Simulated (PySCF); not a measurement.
Problem. What does the PBE0-D3(BJ)/def2-SVP structure of cyclohexanol, `OC1CCCCC1` look like in three dimensions?

Solution. 
```
atom  x, y, z in Å
O1     2.4475    0.7434    0.0080
C2     1.1286    0.3563    0.3031
C3     0.0991    1.2563   -0.3732
C4    -1.3303    0.8431   -0.0375
C5    -1.5803   -0.6235   -0.3748
C6    -0.5576   -1.5293    0.3040
C7     0.8695   -1.1091   -0.0327
H8     2.5707    0.6472   -0.9431
H9     1.0298    0.4816    1.3967
H10    0.2523    1.1928   -1.4681
H11    0.2930    2.3026   -0.0888
H12   -1.5084    1.0025    1.0414
H13   -2.0489    1.4903   -0.5653
H14   -2.6033   -0.9154   -0.0876
H15   -1.5145   -0.7597   -1.4697
H16   -0.6997   -1.4798    1.3988
H17   -0.7229   -2.5812    0.0211
H18    1.0484   -1.2511   -1.1163
H19    1.6081   -1.7350    0.4926
```

Any rigid rotation of these coordinates is as good. Atoms count from 1 in this order. O1 (alcohol oxygen) is bent (angle 107.4°). All 6 C–C bonds measure 1.525 to 1.526 Å. Of the pairs four or more bonds apart, H8···H10 is among the closest relative to their van der Waals radii: 2.44 Å, 102 % of the sum of Bondi's values. The 6-membered ring C2–C3–C4–C5–C6–C7 has internal angles of 110.8° to 112.0°; it is puckered, 0.23 Å rms from its mean plane, widest ring torsion 55°.

Bonds between heavy atoms (Å): O1–C2 1.406, C2–C3 1.526, C3–C4 1.525, C4–C5 1.525, C5–C6 1.526, C6–C7 1.525, C2–C7 1.526.

Method: PBE0-D3(BJ)/def2-SVP geometry optimisation, gas phase in PySCF 2.14.0.

Point group: Cs (every atom within 0.08 Å of its image). Not checked by PBE0-D3(BJ)/def2-SVP frequencies. One conformer, not necessarily the lowest (H–O1–C2–C3 -63°, O1–C2–C3–C4 -179°, C2–C3–C4–C5 -55°, C3–C4–C5–C6 55°, C4–C5–C6–C7 -55°).
